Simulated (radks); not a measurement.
Values are calculated unless marked as measured or tabulated.
Q: These are the eigenvalues of the occupied orbitals of an atom or ion with whole-number occupations (hartree). Code: a radial shooting solver on a logarithmic mesh with Libxc functionals. Model: Dirac Kohn-Sham, PBE, spin-unpolarised, spherical densities, finite nucleus; Fermi nuclear charge, rms radius of each element as measured or else 0.836 A^(1/3) + 0.57 fm.

1s1/2: -592.1049
2s1/2: -85.83543
2p1/2: -78.72550
2p3/2: -76.20824
3s1/2: -18.43764
3p1/2: -15.84906
3p3/2: -15.44844
3d3/2: -10.92051
3d5/2: -10.84820
4s1/2: -6.40417

Which element is it, and in what charge state? The configuration may be excited.

A: Z = 38, strontium, charge +9: Sr9+ in [Ar] 3d(3/2: 4, 5/2: 5) 4s2. The list shows which subshells hold electrons but not how many an open one holds; the 1s level, -592.1 hartree, gives Z - s = 34.4 by -(Z - s)^2/2, which with screening and relativity narrows Z to a few neighbours, and the depths of the outer levels then fix element, charge and occupations together.
